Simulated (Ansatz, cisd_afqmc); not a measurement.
Species: MgF2, charge 0, singlet. MgF2 (SMILES [F][Mg][F]).
B3LYP-D3(BJ)/def2-TZVP minimum from Ansatz (a quantum-chemistry and plane-wave program):
```
Mg
F 1 1.7511
F 1 1.7511 2 180.00
```
Charge 0, spin multiplicity 1.

Total energies in def2-SVP, 16 correlated electrons, 7 frozen orbitals. Radicals and triplets start from unrestricted determinants; spin-orbit coupling is neglected. Correlated methods leave the cores frozen. No relativity. The Monte Carlo rows (phaseless AFQMC, CISD trial, step 0.005/hartree) carry one-sigma bars that omit the constraint's bias. Outlying blocks are dropped, and bars are widened where a walk drifts. Over all cases where full CI ran beside it in this data, AFQMC minus full CI had a median of +0.1 mEh and passed +0.4 mEh in a tenth of the cases.

| method | program | energy (Eh) | minus CCSDTQ (mEh) |
|---|---|---|---|
| HF | Ansatz | -398.38401 | 418.54 |
| MP2 | Ansatz | -398.79515 | 7.40 |
| CCSD | Ansatz | -398.79622 | 6.33 |
| CCSD(T) | Ansatz | -398.80128 | 1.27 |
| CCSDT(Q) | Ansatz | -398.80265 | -0.10 |
| CCSDTQ | Ansatz | -398.80255 | 0.00 |
| AFQMC/CISD | cisd_afqmc | -398.8026 ± 0.0003 | -0.1 ± 0.3 |

Rough core times of Ansatz's runs on a shared machine: CCSD(T) under 20 s, CCSDT(Q) 20 s, CCSDTQ 30 min.
